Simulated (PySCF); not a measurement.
**Dipole response of Co²⁺ (cobalt, charge +2)**

[Ar] 3d7, high-spin 4F determinant. Computed with PySCF 2.14 in aug-cc-pVTZ with one added diffuse shell each of s, p, d, f, g type (9s8p6d4f3g, 118 functions), with the non-relativistic Hamiltonian (point nucleus). Coupled (time-dependent) response in atomic units; α is the mean over directions.

```
method  mean α (bohr³)  C₆ (like pair)  S(−4)
  PBE0           3.400           9.672  6.034
```

S(−4) is the Cauchy moment in α(ω) = α(0) + S(−4) ω² + …

α(iu) at PBE0:

| u (hartree) | α(iu) (bohr³) |
| --- | --- |
| 0 | 3.400 |
| 0.0500 | 3.385 |
| 0.100 | 3.342 |
| 0.200 | 3.186 |
| 0.300 | 2.978 |
| 0.500 | 2.541 |
| 0.750 | 2.093 |
| 1.00 | 1.757 |
| 1.50 | 1.298 |
| 2.00 | 1.002 |
| 3.00 | 0.6497 |
| 5.00 | 0.3366 |

For an ion, C₆ is the dispersion term alone; charge-induced terms of lower order in 1/R come first.
